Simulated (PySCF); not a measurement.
Sn(H)(Cl)2(OMe) (CH₄Cl₂OSn), SMILES C[O][SnH]([Cl])[Cl].

The structure is a stationary point at B3LYP-D3(BJ)/def2-SVP. The structure was generated by enumeration; whether it is a known compound was not checked. The def2 effective core potentials stand for the cores of Sn; spin–orbit coupling is left out. Other conformers were not sampled.

All values below come from CAM-B3LYP/def2-TZVP (PySCF).

Symmetry labels are those of the subgroup Cs that the program uses (full group Cs).

**Question.** List the valence orbital energies around the gap with their symmetry. (An estimate is asked for; the answer gives what the named calculation found.)

**Answer.** 
```json
[
 {"orbital": "HOMO−7", "symmetry": "A'", "energy (eV)": "-12.28"},
 {"orbital": "HOMO−6", "symmetry": "A\"", "energy (eV)": "-12.17"},
 {"orbital": "HOMO−5", "symmetry": "A'", "energy (eV)": "-11.13"},
 {"orbital": "HOMO−4", "symmetry": "A\"", "energy (eV)": "-10.79"},
 {"orbital": "HOMO−3", "symmetry": "A'", "energy (eV)": "-10.74"},
 {"orbital": "HOMO−2", "symmetry": "A\"", "energy (eV)": "-10.60"},
 {"orbital": "HOMO−1", "symmetry": "A'", "energy (eV)": "-10.20"},
 {"orbital": "HOMO", "symmetry": "A\"", "energy (eV)": "-9.81"},
 {"orbital": "LUMO", "symmetry": "A'", "energy (eV)": "-1.16"},
 {"orbital": "LUMO+1", "symmetry": "A\"", "energy (eV)": "0.56"},
 {"orbital": "LUMO+2", "symmetry": "A'", "energy (eV)": "0.56"},
 {"orbital": "LUMO+3", "symmetry": "A'", "energy (eV)": "2.09"}
]
```
